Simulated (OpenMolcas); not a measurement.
**Fe4+: moving or changing the point charges**

Fe4+ among 8 point charges of -1.6 e arranged as a cube (Oh), 1.99 Å from the ion.
```
   1.1489    1.1489    1.1489  -1.60
   1.1489    1.1489   -1.1489  -1.60
   1.1489   -1.1489    1.1489  -1.60
   1.1489   -1.1489   -1.1489  -1.60
  -1.1489    1.1489    1.1489  -1.60
  -1.1489    1.1489   -1.1489  -1.60
  -1.1489   -1.1489    1.1489  -1.60
  -1.1489   -1.1489   -1.1489  -1.60
```

| Property | Result |
| --- | --- |
| Program | OpenMolcas 26.06 |
| Method | CASSCF |
| Basis | ANO-RCC-VDZP [5s4p2d1f] |
| Scalar Hamiltonian | DKH2, point nucleus |
| Active space | 4 electrons in 5 orbitals (3d) |
| State averaging | 2S+1 = 5 even, 5 roots; 2S+1 = 3 even, 45 roots; 2S+1 = 1 even, 50 roots |
| Spin-orbit coupling | state interaction with AMFI integrals over the reference wave functions |

Runs around this geometry, states (labels of O, the rotations of Oh). Energies in cm-1 above the lowest state or level, χT in cm3 K/mol; under a threefold ground state the first gap can be a small split of the lowest multiplet, not the spin-orbit step.

```csv
R (Å),q (e),Ground state,First state of that spin,First gap with spin-orbit (degeneracies),χT at 300 K,First state of another spin
1.99,-1.28,5T2,5E 1245,"115.5 (1, 3)",1.668,3T1 26271
1.9,-1.6,5T2,5E 1947,"95.0 (1, 3)",1.819,3T1 25899
1.99,-1.6,5T2,5E 1552,"105.8 (1, 3)",1.743,3T1 26127
2.17,-1.6,5T2,5E 1019,"123.4 (1, 3)",1.602,3T1 26373
```

Taking the first state of the same spin as R^-n, n = -ln(1019 / 1947) / ln(2.17 / 1.9) = 4.9 between the shortest and longest distance.

Scaling the charges by -1.28 / -1.6 = 0.80 scales the first state of the same spin by 1245 / 1552 = 0.80; with fixed orbitals a first-order splitting would follow the charge.

An orbital triplet at a regular site is open to Jahn-Teller coupling, which can distort the site and quench the lowest spin-orbit gaps and is left out. Without dynamic correlation the repulsion within the d shell is too large (B by tens of per cent), so at a given field states of lower spin stand too high. Point charges give a weaker field than real ligands, and real ions of this kind are often low spin; the high spin found here belongs to the model. The ground term spreads over less than 5000 cm-1, several times less than with real ligands, so orbital moments are less quenched and χT lies further from the spin-only value than at real sites. Point charges carry no covalency, so the field is a model and not that of real ligands. No measured value stands beside these numbers.
